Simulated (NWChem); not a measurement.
Program: NWChem. System: ClIPb, charge 0, spin multiplicity 1, at a geometry optimised with PBE/def2-SVP with def2 effective core potentials on I, Pb. The structure started from a generated list of species. Level: RHF/def2-TZVPD with def2 effective core potentials on I, Pb.

The NWChem input:

```
start mol
memory heap 200 mb stack 900 mb global 1100 mb
geometry units angstroms nocenter noautoz
  Pb    -0.801270    -0.554924     0.000000
  Cl     0.762654    -2.513636     0.000000
  I      0.995075     1.664823     0.000000
  symmetry group Cs
end
basis spherical
  * library def2-tzvpd
end
ecp
  I library def2-ecp
  Pb library def2-ecp
end
scf
  rhf
  nopen 0
  maxiter 100
  thresh 1e-7
  semidirect memsize 60000000 filesize 0
end
task scf energy
```

NWChem printed:

```
             Northwest Computational Chemistry Package (NWChem) 7.3.0
             --------------------------------------------------------

                                NWChem Input Module
                                -------------------

 Scaling coordinates for geometry "geometry" by  1.889725989
 (inverse scale =  0.529177249)

 Turning off AUTOSYM since
 SYMMETRY directive was detected!

                             Geometry "geometry" -> ""
                             -------------------------

 Output coordinates in angstroms (scale by  1.889725989 to convert to a.u.)

  No.       Tag          Charge          X              Y              Z
 ---- ---------------- ---------- -------------- -------------- --------------
    1 Pb                  82.0000    -0.80127000    -0.55492400     0.00000000
    2 Cl                  17.0000     0.76265400    -2.51363600     0.00000000
    3 I                   53.0000     0.99507500     1.66482300     0.00000000

 Effective nuclear repulsion energy (a.u.)    1213.6195315378

            Nuclear Dipole moment (a.u.)
            ----------------------------
        X                 Y               Z
 ---------------- ---------------- ----------------
    -0.0000888171     0.0000736993     0.0000000000

      Symmetry information
      --------------------

 Group name             Cs
 Group number              2
 Group order               2
 No. of unique centers     3

      Symmetry unique atoms

     1    2    3


 Summary of "ao basis" -> "" (spherical)
 ------------------------------------------------------------------------------
       Tag                 Description            Shells   Functions and Types
 ---------------- ------------------------------  ------  ---------------------
 *                         def2-tzvpd                 on all atoms

 Summary of "ao basis" -> "ao basis" (spherical)
 ------------------------------------------------------------------------------
       Tag                 Description            Shells   Functions and Types
 ---------------- ------------------------------  ------  ---------------------
 Pb                        def2-tzvpd               18       56   7s5p4d2f
 Cl                        def2-tzvpd               16       46   6s6p3d1f
 I                         def2-tzvpd               19       59   7s6p4d2f

                                 NWChem SCF Module
                                 -----------------

  ao basis        = "ao basis"
  functions       =   161
  atoms           =     3
  closed shells   =    32
  open shells     =     0
  charge          =   0.00
  wavefunction    = RHF
  use symmetry    = T
  symmetry adapt  = T

 Summary of "ao basis" -> "ao basis" (spherical)
 ------------------------------------------------------------------------------
       Tag                 Description            Shells   Functions and Types
 ---------------- ------------------------------  ------  ---------------------
 Pb                        def2-tzvpd               18       56   7s5p4d2f
 Cl                        def2-tzvpd               16       46   6s6p3d1f
 I                         def2-tzvpd               19       59   7s6p4d2f

      Symmetry analysis of basis
      --------------------------

        a'        107
        a"         54

 Forming initial guess at       0.1s

      Superposition of Atomic Density Guess
      -------------------------------------

 Sum of atomic energies:       -1026.00102872

      Non-variational initial energy
      ------------------------------

 Total energy =    -947.974315
 1-e energy   =   -1956.914600
 2-e energy   =     774.315508
 HOMO         =      -0.308356
 LUMO         =      -0.055249

      Symmetry analysis of molecular orbitals - initial
      -------------------------------------------------

  Numbering of irreducible representations:

     1 a'          2 a"

  Orbital symmetries:

     1 a'          2 a'          3 a'          4 a'          5 a"
     6 a'          7 a'          8 a'          9 a'         10 a"
    11 a'         12 a'         13 a"         14 a'         15 a'
    16 a"         17 a'         18 a"         19 a'         20 a'
    21 a'         22 a"         23 a"         24 a'         25 a'
    26 a'         27 a'         28 a"         29 a'         30 a"
    31 a'         32 a'         33 a"         34 a'         35 a'
    36 a'         37 a"         38 a'         39 a'         40 a'
    41 a'         42 a"

 Starting SCF solution at       5.5s

 ----------------------------------------------
         Quadratically convergent ROHF

 Convergence threshold     :          1.000E-07
 Maximum no. of iterations :          100
 Final Fock-matrix accuracy:          1.000E-09
 ----------------------------------------------

              iter       energy          gnorm     gmax       time
             ----- ------------------- --------- --------- --------
                 1     -948.0727671698  7.41D-01  1.53D-01      5.8
                 2     -948.1282695183  2.16D-01  3.80D-02      6.4
                 3     -948.1322734180  8.09D-03  1.39D-03      7.3
                 4     -948.1322875497  4.03D-05  1.73D-05      8.9
                 5     -948.1322875501  3.57D-09  9.28D-10     11.4

       Final RHF  results
       ------------------

         Total SCF energy =   -948.132287550101
      One-electron energy =  -1957.906088915400
      Two-electron energy =    775.149024311974
 Nuclear repulsion energy =    234.624777053325

        Time for solution =      5.9s

       Symmetry analysis of molecular orbitals - final
       -----------------------------------------------

  Numbering of irreducible representations:

     1 a'          2 a"

  Orbital symmetries:

     1 a'          2 a'          3 a'          4 a"          5 a'
     6 a'          7 a'          8 a'          9 a"         10 a'
    11 a"         12 a'         13 a'         14 a'         15 a"
    16 a'         17 a"         18 a'         19 a'         20 a'
    21 a"         22 a"         23 a'         24 a'         25 a'
    26 a'         27 a'         28 a'         29 a"         30 a'
    31 a"         32 a'         33 a"         34 a'         35 a'
    36 a'         37 a"         38 a'         39 a'         40 a'
    41 a'         42 a"

             Final eigenvalues
             -----------------

              1
    1 -104.7992
    2  -10.5272
    3   -7.9936
    4   -7.9929
    5   -7.9928
    6   -7.7162
    7   -6.2489
    8   -5.5668
    9   -5.5634
   10   -5.5625
   11   -3.9367
   12   -3.9304
   13   -3.9295
   14   -2.2616
   15   -2.2602
   16   -2.2591
   17   -2.2554
   18   -2.2553
   19   -1.1617
   20   -1.1550
   21   -1.1540
   22   -1.1528
   23   -1.1463
   24   -1.0365
   25   -0.8696
   26   -0.6441
   27   -0.4517
   28   -0.4435
   29   -0.4425
   30   -0.3685
   31   -0.3679
   32   -0.3580
   33   -0.0292
   34    0.0205
   35    0.0377
   36    0.0453
   37    0.0596
   38    0.0666
   39    0.0706
   40    0.0928
   41    0.1040
   42    0.1055

                       ROHF Final Molecular Orbital Analysis
                       -------------------------------------

 Vector   30  Occ=2.000000D+00  E=-3.685473D-01  Symmetry=a'
              MO Center=  6.0D-01,  1.0D+00, -1.3D-14, r^2= 4.2D+00
   Bfn.  Coefficient  Atom+Function         Bfn.  Coefficient  Atom+Function
  ----- ------------  ---------------      ----- ------------  ---------------
   120      0.494511  3 I  py               114     -0.389670  3 I  py
   117      0.294731  3 I  py               123      0.211572  3 I  py
     5      0.191528  1 Pb s                 17     -0.180182  1 Pb px

 Vector   31  Occ=2.000000D+00  E=-3.678965D-01  Symmetry=a"
              MO Center=  9.0D-01,  1.5D+00,  1.2D-15, r^2= 2.4D+00
   Bfn.  Coefficient  Atom+Function         Bfn.  Coefficient  Atom+Function
  ----- ------------  ---------------      ----- ------------  ---------------
   121      0.542764  3 I  pz               115     -0.431283  3 I  pz
   118      0.329664  3 I  pz               124      0.273605  3 I  pz

 Vector   32  Occ=2.000000D+00  E=-3.580244D-01  Symmetry=a'
              MO Center=  5.5D-01,  8.4D-01,  1.6D-14, r^2= 4.8D+00
   Bfn.  Coefficient  Atom+Function         Bfn.  Coefficient  Atom+Function
  ----- ------------  ---------------      ----- ------------  ---------------
   119      0.488502  3 I  px               113     -0.386745  3 I  px
   116      0.295063  3 I  px                 5      0.267288  1 Pb s
   122      0.236294  3 I  px                 6      0.217607  1 Pb s
     3     -0.199917  1 Pb s                 17     -0.156555  1 Pb px

 Vector   33  Occ=0.000000D+00  E=-2.916675D-02  Symmetry=a"
              MO Center= -8.9D-01, -4.7D-01, -6.9D-14, r^2= 5.1D+00
   Bfn.  Coefficient  Atom+Function         Bfn.  Coefficient  Atom+Function
  ----- ------------  ---------------      ----- ------------  ---------------
    22      0.506502  1 Pb pz                19      0.449538  1 Pb pz
    13     -0.350694  1 Pb pz                16      0.245291  1 Pb pz
   124     -0.167307  3 I  pz

 Vector   34  Occ=0.000000D+00  E= 2.054640D-02  Symmetry=a'
              MO Center= -1.7D+00, -3.8D-01,  8.8D-14, r^2= 1.0D+01
   Bfn.  Coefficient  Atom+Function         Bfn.  Coefficient  Atom+Function
  ----- ------------  ---------------      ----- ------------  ---------------
     7      1.273040  1 Pb s                  6     -0.641793  1 Pb s
   109     -0.639403  3 I  s                 42      0.305945  1 Pb d  2
    62     -0.294497  2 Cl s                125     -0.262195  3 I  px
     5     -0.249627  1 Pb s                  3      0.222594  1 Pb s
   120     -0.221652  3 I  py               108      0.203247  3 I  s

 Vector   35  Occ=0.000000D+00  E= 3.766999D-02  Symmetry=a'
              MO Center= -7.1D-01,  1.2D+00, -3.2D-14, r^2= 1.5D+01
   Bfn.  Coefficient  Atom+Function         Bfn.  Coefficient  Atom+Function
  ----- ------------  ---------------      ----- ------------  ---------------
     7      1.259943  1 Pb s                126      0.903903  3 I  py
   109     -0.834579  3 I  s                 21      0.592133  1 Pb py
    18      0.400561  1 Pb py               122      0.361696  3 I  px
    38     -0.336588  1 Pb d -2              20      0.302349  1 Pb px
    79      0.246391  2 Cl py                 6     -0.218150  1 Pb s

 center of mass
 --------------
 x =  -0.07000450 y =   0.04065390 z =   0.00000000

 moments of inertia (a.u.)
 ------------------
        2273.128628166834        -842.628365030336           0.000000000000
        -842.628365030336         996.374269252376           0.000000000000
           0.000000000000           0.000000000000        3269.502897419209

  Mulliken analysis of the total density
  --------------------------------------

    Atom       Charge   Shell Charges
 -----------   ------   -------------------------------------------------------
    1 Pb  22    21.14   0.07 -0.59  1.79  0.76  1.16  0.75  0.03 -0.62  6.55  0.37  0.66  0.05  9.12  0.88  0.12 -0.01  0.04  0.00
    2 Cl  17    17.53   2.01  0.45  1.52  1.07  0.91  0.01  4.18  1.69  1.06  2.86  1.70  0.04  0.00  0.02  0.00  0.00
    3 I   25    25.33   0.19 -0.77  1.58  1.01  1.07  0.89 -0.01 -0.49  6.45  1.32  2.95  1.13  0.01  9.23  0.76  0.04 -0.01  0.00  0.00

       Multipole analysis of the density wrt the origin
       ------------------------------------------------

     L   x y z        total         open         nuclear
     -   - - -        -----         ----         -------
     0   0 0 0      0.000000      0.000000     64.000000

     1   1 0 0     -1.907410      0.000000     38.199021
     1   0 1 0      0.083995      0.000000    -25.170328
     1   0 0 1     -0.000000      0.000000      0.000000

     2   2 0 0    -49.789361      0.000000    174.150075
     2   1 1 0      2.567221      0.000000     66.450984
     2   1 0 1      0.000000      0.000000      0.000000
     2   0 2 0    -59.585527      0.000000    655.211044
     2   0 1 1     -0.000000      0.000000      0.000000
     2   0 0 2    -48.363856      0.000000      0.000000

 Task  times  cpu:       11.4s     wall:       11.4s

 Total times  cpu:       11.4s     wall:       11.4s
```
